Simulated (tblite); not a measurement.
Species: C7H7ClO2.
Numbering: `[CH3:1][c:2]1[cH:3][c:4]([CH3:5])[c:6]([C:7](=[O:8])[Cl:9])[o:10]1` (hydrogens: H11, H12, H13 on C1; H14 on C3; H15, H16, H17 on C5)

Structure used (GFN2-xTB), in Å, numbered top down from 1:
```
atom  x, y, z in Å
C1     2.858    0.238   -0.134
C2     1.383    0.093   -0.071
C3     0.578   -1.005   -0.252
C4    -0.751   -0.574   -0.075
C5    -1.992   -1.378   -0.166
C6    -0.658    0.784    0.208
C7    -1.716    1.709    0.473
O8    -2.889    1.487    0.502
Cl9   -1.110    3.351    0.784
O10    0.644    1.170    0.206
H11    3.317   -0.717   -0.368
H12    3.131    0.967   -0.896
H13    3.241    0.599    0.820
H14    0.901   -1.999   -0.485
H15   -2.540   -1.328    0.774
H16   -1.759   -2.414   -0.396
H17   -2.645   -0.972   -0.936
```

Level: GFN2-xTB in tblite, geometry and Hessian alike; calculated harmonic values, unscaled, isolated species. This tight-binding method is rough: wavenumbers can miss measured ones by several per cent, in bad cases by 10 to 20. One conformer, not necessarily the lowest. The optimisation stopped once no atom felt more than 0.01 eV/Å.

Lowest wavenumbers of the output (negative numbers stand for imaginary wavenumbers):
```
mode    cm-1
  1     -45.6
  2      39.2
  3      63.1
  4     111.4
  5     130.5
  6     190.4
  7     220.0
  8     286.3
  9     338.5
 10     384.2
 11     457.1
 12     523.9
 13     563.3
 14     595.6
 15     610.3
```

Problem. Is this structure a minimum?

Solution. Not by this Hessian. 1 mode is imaginary beyond 20i (46i cm⁻¹), so at this level the point lies at or near a first-order saddle. The curvature is small, so loose convergence or finite differences may be the whole cause.

Problem. Which atoms move in the imaginary mode?

Solution. 46i: H17 (methyl hydrogen) 34 %, H15 (methyl hydrogen) 34 %, H16 (methyl hydrogen) 29 %. These are shares of the mass-weighted motion.

Problem. What is the remedy?

Solution. Step along that mode in both directions, optimise again with tighter thresholds and repeat the frequencies. The zero-point energy of this point (76.9 kcal/mol) counts the 44 real modes alone, and thermal corrections from it aren't those of a minimum.
